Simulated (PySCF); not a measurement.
From a log to its input

A PySCF 2.14 run on the atoms As 0 0 0; H 0 0 1.42 (angstrom) printed this (some set-up lines and the per-cycle HOMO/LUMO lines with their warnings removed):

```
PySCF version 2.14.0


nuclear repulsion = 12.2977802537746
point group symmetry = Coov
symmetry origin: [0.         0.         0.07892386]
symmetry axis x: [1. 0. 0.]
symmetry axis y: [0. 1. 0.]
symmetry axis z: [0. 0. 1.]
num. orbitals of irrep A1 = 13
num. orbitals of irrep E1x = 6
num. orbitals of irrep E1y = 6
num. orbitals of irrep E2x = 2
num. orbitals of irrep E2y = 2
number of shells = 13
number of NR pGTOs = 94
number of NR cGTOs = 29
basis = 6-31g
ecp = {}

******** <class 'pyscf.scf.uhf_symm.SymAdaptedUHF'> ********
method = SymAdaptedUHF
initial guess = minao
damping factor = 0
level_shift factor = 0
DIIS = <class 'pyscf.scf.diis.CDIIS'>
SCF conv_tol = 1e-09
SCF max_cycles = 50
number electrons alpha = 18  beta = 16
Freeze 0 electrons in irreps []
    34 free electrons in irreps A1 E1x E1y E2x E2y
init E= -2233.38876289761

cycle= 1 E= -2234.3939002592  delta_E= -1.01  |g|= 0.119  |ddm|= 1.03
cycle= 2 E= -2234.40391378192  delta_E= -0.01  |g|= 0.0374  |ddm|= 0.253
cycle= 3 E= -2234.40481008667  delta_E= -0.000896  |g|= 0.0153  |ddm|= 0.0681
cycle= 4 E= -2234.40506223306  delta_E= -0.000252  |g|= 0.00478  |ddm|= 0.0441
cycle= 5 E= -2234.40510067321  delta_E= -3.84e-05  |g|= 0.0016  |ddm|= 0.0162
cycle= 6 E= -2234.40510724794  delta_E= -6.57e-06  |g|= 0.000643  |ddm|= 0.00764
cycle= 7 E= -2234.40510888264  delta_E= -1.63e-06  |g|= 0.000141  |ddm|= 0.00546
cycle= 8 E= -2234.40510895137  delta_E= -6.87e-08  |g|= 1.98e-05  |ddm|= 0.00125
cycle= 9 E= -2234.40510895219  delta_E= -8.21e-10  |g|= 4.46e-06  |ddm|= 0.000113
Extra cycle  E= -2234.40510895222  delta_E= -3.37e-11  |g|= 2.12e-06  |ddm|= 1.47e-05
converged SCF energy = -2234.40510895222  <S^2> = 2.0089662  2S+1 = 3.0059715
Dipole moment(X, Y, Z, Debye):  0.00000,  0.00000,  0.88772
orbital energies (hartree): [array([-0.4609, -0.361 , -0.361 ,  0.1837,  0.2633,  0.3604]), array([-2.0681, -0.7115, -0.4115,  0.0359,  0.0359,  0.2126])]
```

Question: Write the input that gave this log.

Answer: The input was:

```python
from pyscf import gto, scf

mol = gto.M(
    atom='As 0 0 0; H 0 0 1.42',
    basis='6-31g',
    charge=0,
    spin=2,
    symmetry=True,
    verbose=4,
)
mf = scf.UHF(mol)
mf.kernel()
mf.dip_moment()
print('orbital energies (hartree):', [e[max(0, n-3):n+3].round(4) for e, n in zip(mf.mo_energy, mol.nelec)])
```

The bond length is a typed value, not an optimised one. No search for the lowest solution was made.
